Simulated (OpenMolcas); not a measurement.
**Pd3+: moving or changing the point charges**

Pd3+ among 6 point charges of -1 e arranged as a tetragonal octahedron (D4h), 1.84 Å from the ion, with the axial distance 1.601 Å.

```
Program             : OpenMolcas
Method              : SS-CASPT2, IPEA 0.25 Eh, imaginary shift 0.1 Eh (closed shells correlated: 4s 4p)
Basis               : ANO-RCC-VTZP [7s6p4d2f1g]
Scalar Hamiltonian  : DKH2, point nucleus
Active space        : 7 electrons in 5 orbitals (4d)
State averaging     : 2S+1 = 4 even, 10 roots; 2S+1 = 2 even, 40 roots
Spin-orbit coupling : RASSI with atomic mean-field integrals over the reference wave functions
```

Runs around this geometry, states (labels of D4, the rotations of D4h). Energies in cm-1 above the lowest state or level, χT in cm3 K/mol.

```json
{"R (Å)": "1.84", "q (e)": "-0.65", "Axial / equatorial distance": "0.87", "Ground state": "4E", "First state of that spin": "4A2 830", "First gap with spin-orbit (degeneracies)": "850 (2, 2)", "χT at 300 K": "4.148", "First state of another spin": "2B1 12510"}
{"R (Å)": "1.75", "q (e)": "-1", "Axial / equatorial distance": "0.87", "Ground state": "4E", "First state of that spin": "4A2 1770", "First gap with spin-orbit (degeneracies)": "950 (2, 2)", "χT at 300 K": "3.700", "First state of another spin": "2B1 8030"}
{"R (Å)": "1.84", "q (e)": "-1", "Axial / equatorial distance": "0.87", "Ground state": "4E", "First state of that spin": "4A2 1440", "First gap with spin-orbit (degeneracies)": "950 (2, 2)", "χT at 300 K": "3.866", "First state of another spin": "2B1 9920"}
{"R (Å)": "1.92", "q (e)": "-1", "Axial / equatorial distance": "0.87", "Ground state": "4E", "First state of that spin": "4A2 1250", "First gap with spin-orbit (degeneracies)": "950 (2, 2)", "χT at 300 K": "4.016", "First state of another spin": "2B1 11260"}
{"R (Å)": "1.84", "q (e)": "-1", "Axial / equatorial distance": "0.94", "Ground state": "4E", "First state of that spin": "4A2 690", "First gap with spin-orbit (degeneracies)": "800 (2, 2)", "χT at 300 K": "3.656", "First state of another spin": "2B1 11830"}
```

Taking the first state of the same spin as R^-n, n = -ln(1250 / 1770) / ln(1.92 / 1.75) = 3.8 between the shortest and longest distance.

Scaling the charges by -0.65 / -1 = 0.65 scales the first state of the same spin by 830 / 1440 = 0.58; with fixed orbitals a first-order splitting would follow the charge.

An orbital doublet at a regular site is open to a Jahn-Teller distortion, which this geometry leaves out. This shell can be high or low spin here, a state of another spin lies low, and with metal d orbitals alone active their balance is uncertain, so the ground spin may be wrong. Point charges give a weaker field than real ligands, and real ions of this kind are as a rule low spin; the high spin found here belongs to the model. Free-ion shares, where given, are those of the reference states; single-state CASPT2 does not remix them. This is an electrostatic model: the charges have no orbitals. No measured value stands beside these numbers.
